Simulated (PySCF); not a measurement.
# Correlation energy of Hf (hafnium, neutral)

[Xe] 4f14 5d1 6s2 6p1, one real determinant (an excited configuration). All numbers are calculated (PySCF 2.14, scalar relativity through the core potential, in def2-TZVPPD with the def2 core potential (60 electrons) (6s5p3d2f1g, 59 functions)). Frozen: nothing; 12 electrons correlated.

MP2 pair energies summed by pair of shells (mhartree):

```tsv
pair	energy	share (%)
5p-5p	-103.24	44.4
5p-6s	-32.53	14.0
5p-5d	-24.88	10.7
5s-5p	-18.66	8.0
5d-6s	-14.16	6.1
6s-6s	-13.30	5.7
6s-6p	-10.42	4.5
5p-6p	-5.29	2.3
5s-5s	-4.10	1.8
5s-5d	-2.06	0.9
5d-6p	-2.04	0.9
5s-6s	-1.34	0.6
5s-6p	-0.27	0.1
```

Total MP2 correlation energy: -232.31 mhartree.

Same-spin part -67.14 and opposite-spin part -165.17 mhartree; SCS-MP2 scales them by 1/3 and 6/5 to -220.58 mhartree.

The reference is one real determinant that mixes LS terms of this configuration.

The basis has no tight functions for the innermost shells, so their pair energies are far from complete.

This basis was not built for core-valence correlation, so the inner-shell part is incomplete.
